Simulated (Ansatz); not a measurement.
ClH₄O₃Si₂ (`O[SiH]O[SiH](O)Cl`) radical, charge 0, multiplicity 2.

Problem. Give a relaxed structure at PBE0-D4/def2-TZVP (Ansatz). (An estimate is asked.)

Solution. Ansatz gave: 
Z-matrix (Å, degrees):
```
Si
O 1 1.621
Cl 1 2.069 2 109.9
O 1 1.618 2 112.7 3 119.3
H 1 1.467 2 106.9 3 -117.9
H 2 0.959 1 119.7 3 -58.8
Si 4 1.652 1 143.1 2 -122.7
O 7 1.641 4 111.5 1 -43.0
H 7 1.489 4 107.1 1 -158.1
H 8 0.960 7 117.4 4 57.6
```
This is one stationary point; other conformers may exist.
